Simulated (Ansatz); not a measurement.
Reaction (SMILES): OB(O)O[SiH3] + H+ -> OB(O)[OH+][SiH3]
Geometries: B3LYP-D3(BJ)/def2-TZVP minima from Ansatz (an electronic-structure program), one conformer each, not searched for the lowest. Frequencies are from Ansatz.
Geometry of the first species:
SMILES: OB(O)O[SiH3]
```xyz
10

O     -0.9525     0.5204     1.2832
B     -0.8436    -0.3860     0.2505
O     -1.7688    -1.3534    -0.0438
O      0.2609    -0.3214    -0.5386
Si     1.5870     0.6615    -0.5390
H     -1.7397     0.4585     1.8291
H     -2.5412    -1.3823     0.5251
H      1.1905     2.0735    -0.7389
H      2.4408     0.2216    -1.6614
H      2.3325     0.5333     0.7334
```
Charge 0, spin multiplicity 1.

Quantity: proton affinity (enthalpy at 298 K, with B3LYP-D3(BJ) rigid-rotor harmonic-oscillator terms), positive where the reaction releases energy, in kcal/mol. Cores are frozen in the correlated levels unless marked. Spin-orbit coupling is left out. Non-relativistic unless marked X2C. CBS marks a two-point X^-3 extrapolation of the correlation energy; Hartree-Fock from the larger set.

```tsv
level	program	proton affinity (kcal/mol)
PBE-D3(BJ)/def2-TZVPD	Ansatz + dftd3	…
r2SCAN-D3(BJ)/def2-TZVPD	Ansatz + dftd3	187.9
BHLYP-D3(BJ)/def2-TZVPD	Ansatz + dftd3	189.7
BHLYP-D4/def2-TZVPD	Ansatz + dftd4	188.9
r2SCAN0/def2-TZVPD	Ansatz	188.2
HSE06/def2-TZVPD	Ansatz	188.8
wB97X-V/def2-TZVPD	Ansatz	188.9
B2GP-PLYP/def2-TZVPD	Ansatz	…
SCS-MP2/cc-pVTZ	Ansatz	191.5
SCS-MP2/cc-pwCVTZ	Ansatz	190.3
CCSD/6-31G*	Ansatz	…
CCSD/cc-pV(D+d)Z	Ansatz	…
CCSD/cc-pV(T+d)Z	Ansatz	191.3
CCSD/cc-pwCVTZ	Ansatz	190.8
CCSD/cc-pV(Q+d)Z	Ansatz	190.1
X2C-CCSD(T)/cc-pVTZ-DK	Ansatz	191.4
CCSD(T)/CBS(cc-pV(T+d)Z,cc-pV(Q+d)Z)	Ansatz	188.4
```

Task: Some entries are withheld; supply them.

Result: 
- PBE-D3(BJ)/def2-TZVPD, proton affinity (kcal/mol): 188.3
- B2GP-PLYP/def2-TZVPD, proton affinity (kcal/mol): 187.2
- CCSD/6-31G*, proton affinity (kcal/mol): 192.9
- CCSD/cc-pV(D+d)Z, proton affinity (kcal/mol): 196.8
